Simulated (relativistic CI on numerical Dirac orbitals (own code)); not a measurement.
Magnetism of Tc⁴⁺, 4d3, in a crystal field

Calculated by Dirac-Coulomb-Breit CI, orbitals from a KLI potential per configuration, a model potential for QED, valence Slater integrals scaled by 0.65, one configuration in a parametric crystal field (own radial code).

Field parameters in Wybourne normalisation: Oh B⁴₀ = 21Dq, B⁴₄ = √(5/14) B⁴₀. The field is a parameter set, without covalency.

S is read from ⟨S²⟩ = S(S + 1).

Powder χT (cm³ K mol⁻¹) by Van Vleck's formula, with temperature-independent terms:

```tsv
Field	2 K	5 K	10 K	20 K	50 K	100 K	200 K	300 K
Oh, 10Dq = 7250 cm⁻¹	1.18	1.18	1.18	1.19	1.19	1.21	1.24	1.26
Oh, 10Dq = 13050 cm⁻¹	1.47	1.47	1.47	1.47	1.47	1.48	1.5	1.51
Oh, 10Dq = 18850 cm⁻¹	1.59	1.59	1.59	1.59	1.59	1.6	1.61	1.62
Oh, 10Dq = 24650 cm⁻¹	1.65	1.65	1.65	1.65	1.66	1.66	1.67	1.68
Oh, 10Dq = 30450 cm⁻¹	1.69	1.69	1.69	1.69	1.7	1.7	1.71	1.71
Oh, 10Dq = 36250 cm⁻¹	1.72	1.72	1.72	1.72	1.72	1.73	1.73	1.74
Oh, 10Dq = 42050 cm⁻¹	1.74	1.74	1.74	1.74	1.74	1.75	1.75	1.76
```

(1) For Oh, 10Dq = 36250 cm⁻¹: what effective moment follows at 300 K?

Results:

(1) μ_eff = √(8χT) = 3.73 μB. The ground level has S = 1.50; the spin-only moment for S = 3/2 is 3.88 μB. The difference comes from the orbital moment, spin-orbit mixing of terms and temperature-independent paramagnetism, all larger in this ionic model than in covalent complexes.
